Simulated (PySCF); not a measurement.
# [IS2]-: from structure and modes to constants

All numbers come from PBE0 in PySCF with I def2-TZVPD with ECP28, S def2-TZVPD; scalar-relativistic core potentials, no spin–orbit coupling; density-fitted integrals.

The singlet minimum has C2v symmetry. Masses (u): I 126.90447, S 31.97207.

```xyz
3
charge -1 multiplicity 1, angstrom
I     0.0000    0.0000   -0.4225
S     1.9658    0.0000    0.8380
S    -1.9658    0.0000    0.8380
```

Harmonic wavenumbers (cm⁻¹): 128.7 (a1, ×1), 374.4 (b2, ×1), 375.1 (a1, ×1).

Question: What is the harmonic zero-point energy?

Answer: Half the sum of all 3 wavenumbers, 878/2 = 439 cm⁻¹, which is 5.3 kJ/mol (1 cm⁻¹ = 0.0119627 kJ/mol).

Question: Find the vibrational entropy and heat capacity at 298.15 K.

Answer: With u = 1.43878 ω/T, each mode gives S = R[u/(eᵘ−1) − ln(1−e⁻ᵘ)] and C = R u² eᵘ/(eᵘ−1)².
```
ω (cm⁻¹)      u  S (J/(mol K))  C (J/(mol K))
   128.7  0.621          12.41           8.05
   374.4  1.807           4.44           6.38
   375.1  1.810           4.43           6.37
```
The sums over all modes are S = 21.3 and C = 20.8 J/(mol K); the softest mode gives 58 % of the entropy.

This need not be the most stable arrangement of these atoms. The lowest empty level of this anion is unbound, so it and the gap depend on the basis.
